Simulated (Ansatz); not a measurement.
One change: `CC(C)[O][Cd][OH]` becomes `CC(C)O[Si]F`.

Ansatz, PBE0-D4/def2-TZVP geometries, multiplicity 1. Each molecule was computed in one conformer, which needn't be the lowest.

Elements past krypton have def2 core potentials.

| property | `CC(C)[O][Cd][OH]` |
| --- | --- |
| HOMO energy (PBE/def2-TZVPP) / eV | -5.75 |
| HOMO–LUMO gap (ωB97M-V/def2-TZVPP) / eV | 10.02 |
| HOMO energy (PBE0/def2-TZVPP) / eV | -7.21 |
| LUMO energy (PBE/def2-TZVPP) / eV | -2.16 |
| size of the dipole moment (B3LYP/def2-TZVPP) / D | 1.82 |
| LUMO energy (PBE0/def2-TZVPP) / eV | -1.27 |

(1) What does the change do to each property? (Estimate.)

Answers

(1) The calculation gave: 
| property | `CC(C)O[Si]F` | shift |
| --- | --- | --- |
| HOMO energy (PBE/def2-TZVPP) / eV | -6.30 | -0.55 |
| HOMO–LUMO gap (ωB97M-V/def2-TZVPP) / eV | 10.29 | 0.27 |
| HOMO energy (PBE0/def2-TZVPP) / eV | -7.46 | -0.25 |
| LUMO energy (PBE/def2-TZVPP) / eV | -2.16 | 0.00 |
| size of the dipole moment (B3LYP/def2-TZVPP) / D | 1.72 | -0.10 |
| LUMO energy (PBE0/def2-TZVPP) / eV | -1.35 | -0.08 |

With PBE0 the HOMO falls by 0.25 eV and the LUMO falls by 0.08 eV, so the gap widens by about 0.17 eV. PBE moves the HOMO by -0.55 eV and ωB97M-V by -0.04 eV. Dipoles are sizes alone; their direction can turn.

B3LYP here is the variant with VWN-RPA as its local correlation; programs differ in this.
